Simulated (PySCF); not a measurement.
Removing an electron from `N#C[CH2][GeH2][O][SiH3]`

Compound: C2H7GeNOSi.
Geometry (PBE0-D3(BJ)/def2-SVP, Å), atoms numbered from 1 in this order:
```
atom  x, y, z in Å
N1    -1.4412    1.9796    1.5776
C2    -1.6414    0.9465    1.0926
C3    -1.8430   -0.3310    0.4463
Ge4   -0.5632   -0.5990   -1.0339
O5     1.0265   -0.7816   -0.2836
Si6    2.3246    0.1925    0.0857
H7    -1.6923   -1.1471    1.1702
H8    -2.8717   -0.4062    0.0590
H9    -0.5727    0.6205   -1.9713
H10   -0.8874   -1.9168   -1.7509
H11    1.8655    1.5175    0.6006
H12    3.1338   -0.5026    1.1264
H13    3.1687    0.4121   -1.1289
```

Level: CAM-B3LYP/def2-SVPD (PySCF). Frontier orbitals with their largest atomic shares (Löwdin; up to four atoms above 4 %):

```csv
orbital,ε (eV),main atoms
HOMO−3,-10.98,"N1 46 %, C2 36 %, C3 9 %"
HOMO−2,-10.66,"N1 21 %, C2 15 %, Si6 15 %, O5 11 %"
HOMO−1,-10.30,"O5 36 %, Si6 21 %, H12 16 %, H11 8 %"
HOMO,-9.81,?
LUMO,0.52,"Ge4 27 %, Si6 16 %, O5 14 %, H9 10 %"
LUMO+1,0.65,"Ge4 38 %, H10 13 %, C3 11 %, H8 8 %"
LUMO+2,0.98,"Ge4 19 %, C3 16 %, C2 15 %, H10 9 %"
```

Problem. What vertical ionisation energy does ΔSCF give, and how far is −ε(HOMO) from it?

Solution. ΔSCF: 10.54 eV (1017 kJ/mol; threshold wavelength 118 nm); ⟨S²⟩ of the doublet left behind is 0.765, against 0.75 for a pure doublet. −ε(HOMO) is 9.81 eV, 0.73 eV below it. For the exact functional −ε(HOMO) would equal the first vertical ionisation energy; CAM-B3LYP (range-separated hybrid) falls short of its own ΔSCF value by 7 %.

Problem. On which atoms does the HOMO lie?

Solution. O5 (oxygen bonded to Ge and Si) 26 %, N1 (nitrile nitrogen) 13 %, C3 (sp3 carbon bound to germanium) 12 %, Si6 (oxygen-bound silicon) 11 %, so no atom holds as much as 40 %. The HOMO−1 lies 0.49 eV lower.

Problem. How many of the 10 lowest singlet excitations (vertical TDDFT, same level) lie below the ionisation energy?

Solution. All 10; they run from 6.98 to 8.37 eV.

Problem. What kinetic energy would electrons from this vertical process carry with He II light (40.814 eV)?

Solution. 40.81 − 10.54 = 30.27 eV.

Problem. What total energies stand behind the ΔSCF value?

Solution. E(N) = -2576.46349 Eh and E(N − 1) = -2576.07603 Eh at the same geometry, 0.38746 Eh apart.

One conformer (not necessarily the lowest) at the PBE0-D3(BJ)/def2-SVP geometry, without solvent, vibrations or thermal averaging. The calculation is non-relativistic, for germanium too.
